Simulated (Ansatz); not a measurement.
Isomers of CH5ClGeO, relaxed with PBE0-D4/def2-TZVP in Ansatz; electronic energies, one conformer each and not always the lowest. Functionals use def2-TZVPP; CBS adds triple-zeta CCSD(T) − MP2 to the MP2 limit of def2-TZVPP and def2-QZVPP.

Outer-core shells of Ge are correlated without core-valence functions. Scalar relativity is left out up to krypton. Spin–orbit coupling is left out.

Problem. Order them by energy at frozen-core CCSD(T)/CBS, lowest first. (Estimate.)
A. `C[O][GeH2][Cl]`
B. `[CH3][GeH]([OH])[Cl]`
C. `O[CH](Cl)[GeH3]`

Solution. B (0.0 kJ/mol), A (111.2 kJ/mol), C (276.4 kJ/mol).

Problem. How do PBE0-D4, PBE-D4, B3LYP, B3LYP-D4 place them (kJ/mol, against `[CH3][GeH]([OH])[Cl]`)? (Best estimate.)

Solution. Computed: 
```json
{"isomer": "`C[O][GeH2][Cl]`", "PBE0-D4": "107.3", "PBE-D4": "105.6", "B3LYP": "100.8", "B3LYP-D4": "102.2"}
{"isomer": "`O[CH](Cl)[GeH3]`", "PBE0-D4": "267.7", "PBE-D4": "256.7", "B3LYP": "270.4", "B3LYP-D4": "269.4"}
```

B3LYP here is the variant with VWN-RPA as its local correlation; programs differ in this.
